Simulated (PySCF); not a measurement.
Species: [Mo(Cl)6] (charge 0, multiplicity 1).

Q: Estimate the HOMO, dipole moment, charge on the central atom (Mulliken), LUMO and HOMO–LUMO gap that TPSSh-D3(BJ)/def2-TZVP // r2SCAN-D4/def2-SVP (PySCF) returns for this input.

A: 
| Quantity | Result |
|---|---|
| HOMO | -8.48 eV |
| dipole moment | 0.000 e·Å |
| charge on the central atom (Mulliken) | 0.78 e |
| LUMO | -6.19 eV |
| HOMO–LUMO gap | 2.29 eV |
